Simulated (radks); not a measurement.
Results of a calculation; reference values are marked as such.
Species: neutral copper. Configuration: [Ar] 3d10 4s1. Level of theory: non-relativistic Kohn-Sham, PBEsol, spin-polarised, spherical densities, point nucleus; open shells are filled with parallel spins first; hard spherical wall at 8 bohr (a radial shooting solver on a logarithmic mesh with Libxc functionals). Some entries of the table are withheld. Estimate them.

| orbital | occ. | eigenvalue (eV) | <r^2> (bohr^2) | <1/r> (bohr^-1) |
|---|---|---|---|---|
| 1s up | 1 | -8738.280 | 0.003755 | 28.49 |
| 1s down | 1 | -8738.250 | 0.003755 | 28.49 |
| 2s down | 1 | -1038.692 | 0.06724 | 6.188 |
| 2s up | 1 | -1038.647 | 0.06723 | 6.188 |
| 2p down | 3 | -910.8785 | 0.05297 | 6.153 |
| 2p up | 3 | -910.8513 | 0.05296 | 6.153 |
| 3s down | 1 | -110.4782 | 0.6044 | 1.959 |
| 3s up | 1 | -110.4218 | 0.6052 | 1.958 |
| 3p down | 3 | -70.7775 | 0.6734 | 1.828 |
| 3p up | 3 | -70.7374 | 0.6754 | 1.826 |
| 3d up | 5 | -5.1114 | 1.599 | 1.364 |
| 3d down | 5 | -4.9551 | 1.480 | 1.386 |
| 4s up | 1 | -4.7358 | 9.518 | (1) |
| 4s down | 0 | -3.6526 | 9.722 | (2) |
| 4p up | 0 | -0.3971 | (3) | 0.3315 |
| 4p down | 0 | 0.5974 | (4) | 0.3239 |
| 5s up | 0 | 4.0097 | (5) | 0.2903 |
| 4d up | 0 | 4.3746 | 24.51 | 0.2706 |
| 5s down | 0 | 4.7368 | (6) | 0.2950 |
| 4d down | 0 | 5.1260 | 24.93 | 0.2589 |

Answer. 
(1) 4s up <1/r> (bohr^-1): 0.4462
(2) 4s down <1/r> (bohr^-1): 0.4450
(3) 4p up <r^2> (bohr^2): 15.35
(4) 4p down <r^2> (bohr^2): 16.01
(5) 5s up <r^2> (bohr^2): 25.86
(6) 5s down <r^2> (bohr^2): 25.69
